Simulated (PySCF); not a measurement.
H₄OSe₂Si. Atoms are numbered in the order given.

```xyz
8

Si    -0.8593    -0.3553    -0.1124
O     -1.8377    -0.6228     1.2013
Se    -0.2062     1.8158    -0.4154
Se     1.0772    -1.5322     0.2083
H     -1.6714    -0.8074    -1.2679
H     -1.5011    -0.3200     2.0548
H     -1.5151     2.2073    -0.9684
H      1.8057    -0.7671    -0.8154
```
Charge 0, spin multiplicity 1.

Coordinates come from a r2SCAN-D4/def2-SVP optimisation. The structure was generated by enumeration, and PubChem lists no compound with its InChIKey, so it may never have been made. The values are those of a single conformer.

The numbers are results of PySCF with PBE/def2-TZVP, not measurements.

Atomic charges (e):

```csv
atom,IAO,Mulliken
Si1,0.85,0.37
O2,…,-0.46
Se3,…,-0.24
Se4,…,-0.24
H5,-0.12,-0.01
H6,…,0.32
H7,0.07,0.13
H8,0.08,0.14
```

Fill in the missing entries. (The exact figures need the calculation; the answer reports its results.)


- O2, IAO: -0.76
- Se3, IAO: -0.24
- Se4, IAO: -0.24
- H6, IAO: 0.37

Computed Mayer and Wiberg (Löwdin basis) orders of the bonds:
```csv
bond,Mayer,Wiberg
Si1–O2,1.25,1.72
Si1–Se3,1.15,1.60
Si1–Se4,1.13,1.59
Si1–H5,0.91,0.90
O2–H6,0.87,1.01
Se3–H7,0.94,1.01
Se4–H8,0.94,1.01
```
